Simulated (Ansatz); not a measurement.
Species: sum formula H2GeOCl, charge -1, multiplicity 1. It need not be the lowest isomer of its formula. Whether it binds its extra electron was not tested at this geometry. 
Geometry from a B3LYP-D3(BJ)/def2-TZVP (Ansatz, a quantum-chemistry and plane-wave program) optimisation:
```
Ge
O 1 1.8764
H 2 0.9621 1 108.71
H 1 1.6418 2 95.73 3 -38.33
Cl 1 2.4284 4 90.20 3 -83.71
```
Charge -1, spin multiplicity 1.

Parts of the frozen-core correlation energy in STO-3G (Ansatz, hartree). Frozen orbitals: 20; correlated occupied orbitals by spin: 10 and 10; virtual: 4 and 4. Spin-orbit coupling is left out. No relativistic terms.

```tsv
term	value
reference (HF)	-2581.27333
MP2 opposite-spin	[?]
MP2 same-spin	-0.00697
CCSD correlation	[?]
(T)	[?]
FCI minus CCSD(T)	-0.00040
T1 diagnostic	0.012
largest doubles amplitude	0.068
```

Q: What belongs in the gaps?

A: 
- MP2 opposite-spin, value: -0.06033
- CCSD correlation, value: -0.08927
- (T), value: -0.00171
